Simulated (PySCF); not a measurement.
Where the electron goes

Species: C6H8P2.
Z-matrix (Å and degrees, GFN2-xTB geometry), rows numbered from 1:
```
C 
C   1  1.5041
C   2  1.3842  1  117.76
C   3  1.3842  2  129.03  1  -179.73
C   4  1.5041  3  117.76  2   179.73
P   4  1.7465  3  126.34  2    -0.12
C   6  1.7257  4  102.99  3    -0.00
P   7  1.7257  6  132.30  4     0.14
H   1  1.0886  2  110.75  3  -179.09
H   1  1.0902  2  110.57  3   -58.68
H   1  1.0904  2  110.47  3    60.57
H   3  1.0880  2  115.48  1     0.26
H   5  1.0885  4  110.75  3   179.11
H   5  1.0902  4  110.57  3    58.70
H   5  1.0904  4  110.46  3   -60.56
H   7  1.0874  6  113.85  4   179.98
```

Computed, not measured: TDDFT wB97X-D/def2-SVPD, vertical, gas phase, core orbitals frozen in the response (PySCF 2.14.0, density-fitted response routines).

Kohn–Sham orbitals with the atoms that hold most of them (Löwdin shares over 4%, at most four atoms; ? is withheld):

```
orbital  ε (eV)                           atoms
 LUMO+2    2.26  C1 15%, C5 15%, C3 12%, H12 8%
 LUMO+1   -0.05  C7 24%, P8 17%, P6 17%, C3 13%
   LUMO   -0.16  P6 19%, P8 19%, C2 18%, C4 18%
   HOMO   -8.46                               ?
 HOMO-1   -9.13                               ?
 HOMO-2   -9.35  C7 31%, C3 19%, P8 12%, P6 12%
 HOMO-3   -9.99  P6 24%, P8 24%, C7 12%, C4 10%
```

Task: Give the leading atoms of the HOMO-1.

Result: P8 (bonded to 2 C) 36%; P6 (bonded to 2 C) 36%; C7 (bonded to 2 P and H) 11%; C2 (bonded to 2 C and P) 6%. By element: phosphorus 72%, carbon 17% or more.

Task: Give the leading atoms of the HOMO.

Result: P6 (bonded to 2 C) 19%; P8 (bonded to 2 C) 19%; C2 (bonded to 2 C and P) 18%; C4 (bonded to 2 C and P) 18%. By element: phosphorus 38%, carbon 36% or more.

Task: The HOMO–LUMO gap is 8.30 eV. Where does the response calculation put the lowest singlet, and from which orbitals?

Result: S1 is at 4.13 eV (f = 0.027), 4.18 eV below the gap, made of HOMO→LUMO+1 (71%), HOMO-2→LUMO (28%). Its leading pair isn't HOMO and LUMO; the energies of that pair differ by 8.41 eV. 

Task: Give energy, strength and leading configuration of S1, S2, S3, S4 and S7, and follow the Löwdin shares of the leading atoms from the occupied to the empty orbital.

Result: 
- S1 (4.13 eV, f 0.027), HOMO→LUMO+1 (71%): P6 19% → 17%, P8 19% → 17%, C7 at most 18% → 24%
- S2 (4.47 eV, f 0.0000), HOMO-1→LUMO+1 (99%): P8 36% → 17%, P6 36% → 17%, C7 11% → 24%
- S3 (4.49 eV, f 0.019), HOMO-1→LUMO (98%): P8 36% → 19%, P6 36% → 19%
- S4 (4.56 eV, f 0.111), HOMO→LUMO (88%): P6 19% → 19%, P8 19% → 19%
- S7 (5.51 eV, f 0.150), HOMO-2→LUMO+1 (87%): C7 31% → 24%, C3 19% → 13%, P8 12% → 17%

Löwdin shares depend on the basis, the more so with diffuse functions.

Rough CPU time on one thread of a shared machine: about 2.5 min (with the writing of density and orbital grids).
